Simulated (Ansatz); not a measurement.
Mulliken charges of GeH$_{5}$O$_{2}$Si, SMILES `O[SiH][GeH2][OH]` radical from PBE/def2-TZVPP in Ansatz (PBE0-D4/def2-TZVP geometry).

| atom | x (Å) | y (Å) | z (Å) | charge (e) |
| --- | --- | --- | --- | --- |
| O1 | 0.453 | 1.276 | 1.642 | -0.326 |
| Si2 | 1.105 | -0.186 | 1.236 | 0.205 |
| Ge3 | -0.140 | -0.780 | -0.720 | 0.267 |
| O4 | -0.512 | 0.942 | -1.128 | -0.429 |
| H5 | 0.091 | 1.742 | 0.876 | 0.208 |
| H6 | 0.959 | -1.091 | 2.413 | -0.047 |
| H7 | -1.481 | -1.537 | -0.560 | -0.029 |
| H8 | 0.637 | -1.418 | -1.890 | -0.028 |
| H9 | -1.111 | 1.052 | -1.869 | 0.179 |

Q: By hand: the dipole of these point charges (1 e Å = 4.8032 D).

A: Σ q r = (0.061, -0.380, -0.187) e Å, of length 0.428 e Å = 2.06 D.

Q: How does the dipole of the full density compare? (Estimate.)

A: The calculation gave: (-0.170, -0.137, -0.339) e Å, 1.94 D; the point charges give 1.06 times that, at 52° from its direction.

Point charges leave out the atoms' own dipoles, such as those of lone pairs, and Mulliken's split depends on the basis, so the two needn't agree.
